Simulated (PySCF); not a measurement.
## Tin: a sound run and one with changed settings

Sound run: Sn [Kr] 4d10 5s2 5p2, Sn+ [Kr] 4d10 5s2 5p1. Calculation: PySCF 2.14, in def2-SVP with the def2 core potential (28 electrons) (4s4p2d, 26 functions); scalar relativity through the core potential. In the sound run the correlated levels freeze 4s2 4p6 4d10 outside the core potential. The sound run starts from symmetry-adapted Hartree-Fock orbitals and uses a fine grid where one is needed.

Changed run: a valence shell is frozen. This setting is unsound on purpose.

```
species   method  sound run (hartree)  changed run (hartree)  converged
     Sn      MP2           -213.37040             -213.33930        yes
     Sn  CCSD(T)           -213.38486             -213.34075        yes
```

Ionisation energy of Sn:

```csv
method,sound run (eV),changed run (eV)
UHF,6.853,6.853
MP2,7.058,6.939
SCS-MP2,7.005,6.882
CCSD,7.079,6.979
CCSD(T),7.085,6.979
CCSDT,n/a,6.979
FCI,n/a,6.979
```

Freezing a valence shell removes pair correlation that changes on ionisation.

For comparison, NIST gives 7.344 eV between the lowest levels.
